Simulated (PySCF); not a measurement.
# Structure from 2D NMR

Compound of formula C5H4FNSi2. Correlations simulated from computed shifts and the bond graph:

HSQC (one-bond C–H):
```
  δH     δC
8.14  191.2
2.37  107.5
```

COSY cross peaks (H two or three bonds apart, from the bond graph; peaks can be absent where the dihedral angle is near 90°):
```
  δH    δH
5.20  5.13
```

HMBC (two and three bonds, from the bond graph):
```
  δH                         δC
8.14         150.2, 121.0, 85.7
5.20  191.2, 150.2, 121.0, 85.7
5.13  191.2, 150.2, 121.0, 85.7
2.37                       85.7
```

Carbons without hydrogens: δ 150.2, 121.0, 85.7.

One computed conformer, isolated molecule, non-relativistic Hamiltonian. Geometry: GFN2-xTB; NMR shieldings at PBE0/pcSseg-1/GIAO; PySCF 2.14.

Shifts are taken against calculated references (same method and geometry level): TMS for 1H and 13C.

Exchangeable hydrogens are left out of these lists.

Question: Assemble the structure.

Answer: SMILES [Si@@]1(C#C)(F)C=C(C#N)[SiH2]1.

Mapped SMILES: `[CH:1]#[C:2][Si@:3]1([F:4])[CH:5]=[C:6]([C:7]#[N:8])[SiH2:9]1`. Each H is labelled by its parent atom. Ha(Si9) is pro-R; Hb(Si9) is pro-S.

- δC 191.2 is C5, an alkene CH (δH 8.14).
- δC 150.2 is C6, a fully substituted alkene carbon.
- δC 121.0 is C7, a nitrile carbon.
- δC 107.5 is C1, a terminal alkyne carbon (δH 2.37).
- δC 85.7 is C2, an alkyne carbon.
- HMBC from δH 8.14 reaches the proton-free carbons C6, C7, C2.
- HMBC from δH 5.20 reaches the proton-free carbons C6, C7, C2.
- HMBC from δH 5.13 reaches the proton-free carbons C6, C7, C2.
- HMBC from δH 2.37 reaches the proton-free carbon C2.
- COSY links 5.20–5.13.

The shifts were computed for this structure.

Shifts are as computed. Against solution values, carbons near 30 ppm lie about +3 ppm off and those near 130 ppm about +5 ppm. Of 1309 compounds with measured shifts, 239 miss one by over three times the rms of a fit or turn the order of signals round; such compounds aren't used in these exercises.
